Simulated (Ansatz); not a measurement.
`CCB(N)N` and `N[B](N)[AlH2]` differ in one atom or group.

Ansatz, PBE0-D4/def2-TZVP geometries, multiplicity 1. Each molecule was computed in one conformer, which needn't be the lowest.

```json
{"property": "LUMO energy (B3LYP/def2-TZVPP) / eV", "`CCB(N)N`": "0.51"}
{"property": "size of the dipole moment (ωB97M-V/def2-TZVPP) / D", "`CCB(N)N`": "1.15"}
{"property": "HOMO–LUMO gap (PBE/def2-TZVPP) / eV", "`CCB(N)N`": "5.43"}
{"property": "HOMO energy (PBE/def2-TZVPP) / eV", "`CCB(N)N`": "-5.37"}
{"property": "size of the dipole moment (B3LYP/def2-TZVPP) / D", "`CCB(N)N`": "1.15"}
{"property": "LUMO energy (ωB97M-V/def2-TZVPP) / eV", "`CCB(N)N`": "2.16"}
```

**Question.** What does the change do to each property? (An estimate is asked.)

**Answer.** Computed: 
```json
{"property": "LUMO energy (B3LYP/def2-TZVPP) / eV", "`N[B](N)[AlH2]`": "-1.70", "shift": "-2.21"}
{"property": "size of the dipole moment (ωB97M-V/def2-TZVPP) / D", "`N[B](N)[AlH2]`": "2.56", "shift": "1.41"}
{"property": "HOMO–LUMO gap (PBE/def2-TZVPP) / eV", "`N[B](N)[AlH2]`": "3.45", "shift": "-1.98"}
{"property": "HOMO energy (PBE/def2-TZVPP) / eV", "`N[B](N)[AlH2]`": "-5.70", "shift": "-0.33"}
{"property": "size of the dipole moment (B3LYP/def2-TZVPP) / D", "`N[B](N)[AlH2]`": "2.57", "shift": "1.42"}
{"property": "LUMO energy (ωB97M-V/def2-TZVPP) / eV", "`N[B](N)[AlH2]`": "0.14", "shift": "-2.02"}
```

With PBE0 the HOMO falls by 0.15 eV and the LUMO falls by 2.35 eV, so the gap narrows by about 2.20 eV. PBE moves the HOMO by -0.33 eV and ωB97M-V by 0.12 eV. Dipoles are sizes alone; their direction can turn.

B3LYP here is the variant with VWN-RPA as its local correlation; programs differ in this.
